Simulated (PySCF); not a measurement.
# Levels of Nb⁴⁺ from EOM-EA-GCCSD

Reference: closed-shell Nb⁵⁺, [Kr]; one electron is added. Calculated with PySCF 2.14, two-component X2C-1e with screened spin-orbit coupling, x2c-TZVPPall-2c with one added diffuse shell each of s, p, d, f type (9s10p8d3f1g, 109 functions); frozen [Ne]; of the others 106 kept and the rest restored at second order. No Breit or QED terms. Binding energies in eV.

| level | Koopmans | second order | EOM-CCSD |
| --- | --- | --- | --- |
| 4d3/2 | 49.126 | 50.280 | 50.206 |
| 4d5/2 | 48.902 | 50.033 | 49.960 |
| 5s1/2 | 39.447 | 40.320 | 40.263 |
| 5p1/2 | 33.471 | 34.160 | 34.133 |
| 5p3/2 | 33.054 | 33.711 | 33.686 |
| 5d3/2 | 23.787 | 24.195 | 24.198 |

Electric-dipole lines between these computed levels:

| lower | upper | ΔE (eV) | vacuum wavelength (nm) |
| --- | --- | --- | --- |
| 4d3/2 | 5p1/2 | 16.074 | 77.13 |
| 4d3/2 | 5p3/2 | 16.520 | 75.05 |
| 4d5/2 | 5p3/2 | 16.274 | 76.18 |
| 5s1/2 | 5p1/2 | 6.131 | 202.2 |
| 5s1/2 | 5p3/2 | 6.577 | 188.5 |
| 5p1/2 | 5d3/2 | 9.935 | 124.8 |
| 5p3/2 | 5d3/2 | 9.489 | 130.7 |

For comparison, the ionisation energy of Nb⁴⁺ is 50.573 eV (measured; NIST Atomic Spectra Database, ionization energies).

Gaps of this size point to the basis (9s10p8d3f1g), which has few functions of high l to correlate and polarise the inner shells.

The highest levels are limited by the diffuse functions of the basis.
